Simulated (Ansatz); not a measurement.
Cartesian coordinates in Å:
```
C 1.4162 0.3436 1.6048
Si 0.6691 1.3759 0.2327
Si -0.1206 0.1013 -1.5658
B -0.5778 -1.7376 -1.5985
Si -1.7812 -1.3153 -0.2105
H 0.6761 -0.3128 2.0640
H 2.2267 -0.2763 1.2165
H 1.8229 0.9974 2.3801
H 1.7192 2.2587 -0.3545
H -0.4078 2.2627 0.7530
H -0.1713 0.9164 -2.8155
H -0.8309 -2.3854 -2.5642
H -3.2374 -1.6192 -0.1812
H -1.4032 -0.6095 1.0390
```

Charge 0, multiplicity 1.

(1) List the B3LYP/def2-TZVPP orbital energies in eV (Ansatz 0.2.0). (Estimate.)

Results:

(1) Computed: Occupied: -1799.10, -1798.95, -1798.89, -276.63, -183.33, -143.67, -143.50, -143.47, -99.05, -98.95, -98.91, -98.85, -98.82, -98.81, -98.79, -98.75, -98.71, -19.36, -16.28, -14.39, -13.24, -11.94, -11.51, -11.37, -10.41, -9.49, -9.38, -9.19, -8.12, -7.28, -6.41. Lowest empty: -1.98, -1.58, -0.05, 0.18, 0.64, 0.86, 1.36, 1.45.

B3LYP here is the variant with VWN-RPA as its local correlation; programs differ in this.
